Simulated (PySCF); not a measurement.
A GIAO shielding run with PySCF (density fitting, non-relativistic, gas phase) on `InChI=1S/C5H11NO2Si2/c7-5(8)2-1-3-6(10)4-9/h3-4H2,9-10H3,(H,7,8)`:

```
$ OMP_NUM_THREADS=1 python probes_run.py task.json out

{"job": {"kind": "nmr", "xc": "PBE0", "basis": "pcSseg-1"}, "charge": 0, "multiplicity": 1}
O      3.529576     0.343906    -1.998047
C      3.424211    -0.275269    -0.970991
O      4.454231    -0.888025    -0.368918
C      2.196483    -0.446019    -0.247559
C      1.154374    -0.584126     0.340133
C     -0.149154    -0.639441     0.970956
N     -1.014314     0.431549     0.539672
Si    -1.009753     1.943421     1.367969
C     -1.372926     0.360318    -0.865132
Si    -2.377166    -1.197645    -1.338721
H      5.265064    -0.749905    -0.883142
H     -0.609268    -1.608629     0.728978
H     -0.021481    -0.578808     2.055622
H     -2.292144     2.557083     1.026407
H      0.087041     2.861142     1.028895
H     -0.920566     1.580572     2.783023
H     -1.971041     1.243806    -1.091346
H     -0.472515     0.428934    -1.491079
H     -3.297238    -1.524424    -0.247708
H     -3.119530    -0.900436    -2.563100
H     -1.492806    -2.341060    -1.589815
```

Hardware: 1 thread of an Arm Neoverse N1, shared host. The job also computes population analyses, field gradients.

(1) How large is the calculation?

(2) How long does it take, and how much memory does it need?

Answers

(1) 92 electrons, 239 basis functions and 1281 auxiliary functions.

(2) 2.2 min of wall time, with 15 SCF cycles and 5 response iterations; peak memory 1.1 GiB. Times on a shared host scatter by some tens of per cent.
